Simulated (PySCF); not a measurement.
A structure optimised at PBE0-D3(BJ)/def2-SVP, used in a PySCF frequency run:

```xyz
7

Mo     0.1249    -0.0950    -0.1240
N      0.8092    -1.1160    -1.3036
H      1.5158    -1.7614    -1.6584
S      1.2996    -0.1466     1.6213
Cl    -0.0348     2.0223    -0.9367
S     -1.9047    -1.1266     0.2841
H     -2.1512    -0.4454     1.4297
```
Charge 0, spin multiplicity 1.

Task: Write its SMILES and formula.

Result: [NH]=[Mo](=[S])([SH])[Cl], ClH₂MoNS₂

Task: What are its rotational constants (standard atomic weights)?

Result: 1.7527, 1.4789, 1.1032 GHz
